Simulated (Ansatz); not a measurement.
Reaction (isomerisation): `[NH2][Al]([SiH3])[SiH2]O` → `[NH2][AlH][O][SiH2][SiH3]`

Computed with Ansatz on PBE0-D4/def2-TZVP structures; ΔE is electronic, products minus reactants. CCSD(T)/CBS adds triple-zeta CCSD(T) − MP2 to the extrapolated MP2 energy (def2 sets, frozen cores). Functionals use def2-TZVPP. B3LYP here is the variant with VWN-RPA as its local correlation; programs differ in this. Each species was taken in one conformer, which may not be the lowest.

`[NH2][Al]([SiH3])[SiH2]O`:

Z-matrix (Å, degrees):
```
Si
Al 1 2.457
H 1 1.492 2 111.4
H 1 1.492 2 111.5 3 119.0
H 1 1.492 2 112.6 3 -120.5
Si 2 2.469 1 127.6 3 -60.4
N 2 1.772 1 117.1 3 118.6
O 6 1.666 2 112.4 1 169.8
H 6 1.490 2 111.7 1 -73.1
H 6 1.498 2 111.4 1 45.4
H 7 1.008 2 125.4 1 0.5
H 7 1.008 2 124.4 1 176.8
H 8 0.958 6 116.5 2 -62.0
```

`[NH2][AlH][O][SiH2][SiH3]`:

```xyz
13

N    -2.282   -0.348    0.829
Al   -1.575   -1.440   -0.358
O    -0.074   -1.044   -1.026
Si    1.272   -0.145   -1.194
Si    1.552    1.278    0.653
H    -1.878    0.521    1.140
H    -3.162   -0.509    1.292
H    -2.306   -2.760   -0.796
H     1.188    0.677   -2.435
H     2.462   -1.032   -1.321
H     0.331    2.114    0.844
H     1.761    0.497    1.905
H     2.713    2.191    0.467
```

```csv
level,ΔE (kJ/mol),difference from CCSD(T)/CBS
PBE-D4,-131.3,27.0
B3LYP-D4,-161.3,-3.0
ωB97X-V,-157.8,0.5
B2PLYP,-162.4,-4.1
PBE,-128.1,30.2
r2SCAN,-154.7,3.6
PBE0,-137.8,20.5
HF/def2-TZVPP,-179.5,-21.2
CCSD/def2-TZVPP,-160.7,-2.4
CCSD(T)/def2-TZVPP,-157.3,1.0
HF/def2-QZVPP,-181.9,-23.6
MP2/def2-QZVPP,-169.0,-10.7
SCS-MP2/def2-QZVPP,-170.7,-12.4
HF/CBS(def2),-182.3,-24.0
MP2/CBS(def2),-168.6,-10.3
CCSD/CBS(def2),-161.8,-3.5
CCSD(T)/CBS,-158.3,0
```

Largest T1 diagnostic among the species: 0.013.

The D4 term adds −5.1 kJ/mol with B3LYP and −2.7 kJ/mol with PBE0; it sums over pairs of atoms, weighted by their polarisabilities, and B3LYP, whose exchange is more repulsive, gets the larger term. In def2-TZVPP, CCSD(T) changes the Hartree–Fock value by +22.2 kJ/mol (the triples alone add +3.4 kJ/mol) and MP2 by +11.9 kJ/mol. From PBE to PBE0 (25 % exact exchange), in def2-TZVPP and without D4, ΔE moves by −9.7 kJ/mol.
